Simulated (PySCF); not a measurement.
# Si4H7O4F

Si4H7O4F is a molecule, neutral, singlet. The structure was relaxed in the gas phase by PBE0-D3(BJ)/def2-SVP. No frequency run checks that it is a minimum.

SMILES: F[SiH]1O[SiH2]O[SiH2]O[SiH2]O1

```xyz
16

O     0.047   -0.006   -1.968
Si   -1.124    1.133   -1.665
O    -1.345    1.292   -0.042
Si   -1.089    1.008    1.562
O     0.357    0.248    1.781
Si    1.701   -0.638    1.442
O     1.660   -1.160   -0.135
Si    0.653   -1.414   -1.398
F    -0.599   -2.289   -0.860
H    -0.643    2.419   -2.227
H    -2.402    0.698   -2.284
H    -1.044    2.314    2.268
H    -2.177    0.137    2.077
H     2.905    0.215    1.599
H     1.736   -1.822    2.337
H     1.351   -2.145   -2.464
```
Atoms count from 1 in this order.

Shieldings: GIAO PBE0/pcSseg-1. Shifts are against computed references at the same level: H TMS (σ 31.27 ppm), Si TMS (σ 352.0 ppm). Core levels by delta-SCF with SCAN, pcX-2 on the ionised atom and pcseg-1 elsewhere, spin-free X2C (2p3/2 is the spin-free 2p value less a third of a first-order spin-orbit splitting); from the vacuum level, for chosen atoms.

Give the NMR and core-level values of the distinct atoms.


```tsv
atoms	bonded to	σ (ppm)	δ (ppm)	core level (eV)
O1	2 Si	229.1	-	1s 538.37
Si2	2 O + 2 H	395.1	-43.2	2p3/2 108.30
O3	2 Si	243.9	-	-
Si4	2 O + 2 H	399.7	-47.7	-
O5	2 Si	244.5	-	-
Si6	2 O + 2 H	395.4	-43.4	-
O7	2 Si	229.1	-	1s 538.37
Si8	1 F + 2 O + 1 H	420.5	-68.5	2p3/2 108.98
F9	1 Si	311.8	-	1s 692.51
H10	1 Si	26.24	5.02	-
H11	1 Si	26.11	5.16	-
H12	1 Si	26.20	5.07	-
H13	1 Si	26.08	5.19	-
H14	1 Si	26.21	5.06	-
H15	1 Si	26.13	5.14	-
H16	1 Si	26.78	4.49	-
```

Values are those of this one static structure; atoms that internal rotation interchanges would show their mean in an NMR spectrum.

Which of Si2, Si8 holds its core electrons tightest, and by how much against the loosest?

Si8 (bonded to 1 F + 2 O + 1 H), by 0.68 eV over Si2 (bonded to 2 O + 2 H).

By CAM-B3LYP/def2-SVPD (TDDFT singlets, Tamm-Dancoff triplets, ionisation by delta-SCF), where does absorption start, and what does vertical ionisation take?

The lowest singlet lies at 7.75 eV (f 0.023), the lowest triplet at 7.42 eV; vertical ionisation takes 10.71 eV.
